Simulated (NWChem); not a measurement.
Species: phosphoric acid (H3PO4); SMILES O=P(O)(O)O

```xyz
8

O      1.4282    -0.1440    -0.5880
P      0.0003    -0.0025     0.1301
O      0.0037    -0.0306     1.6054
O     -0.5817     1.3264    -0.5553
O     -0.8505    -1.1492    -0.6018
H      2.0001    -0.7483    -0.0976
H     -0.3507     2.1085    -0.0377
H     -1.6499    -1.3555    -0.1007
```
Atoms are numbered in this order, from 1.

All runs: NWChem. Geometry optimised at PBE0/def2-SVP; all other runs use it. 

| quantity | level | value |
|---|---|---|
| isotropic polarisability (bohr³), static | CAM-B3LYP/def2-SVPD | ? |
| −ε(HOMO) (eV) | CAM-B3LYP/def2-SVP | 9.91 |
| dipole in solution (D) in n-hexane | PBE0/def2-SVP, SMD | 0.12 |
| vertical, lowest state with f > 0.02, singlet (eV) | CAM-B3LYP/def2-SVPD, TDA | ? |
| dipole (D) | PBE0/def2-SVP | 0.13 |
| highest harmonic frequency (cm⁻¹) | PBE0/def2-SVP | ? |

**Question.** What belongs in the gaps?

**Answer.** 
- isotropic polarisability (bohr³), static, value: 37.9
- vertical, lowest state with f > 0.02, singlet (eV), value: 7.64
- highest harmonic frequency (cm⁻¹), value: 3885
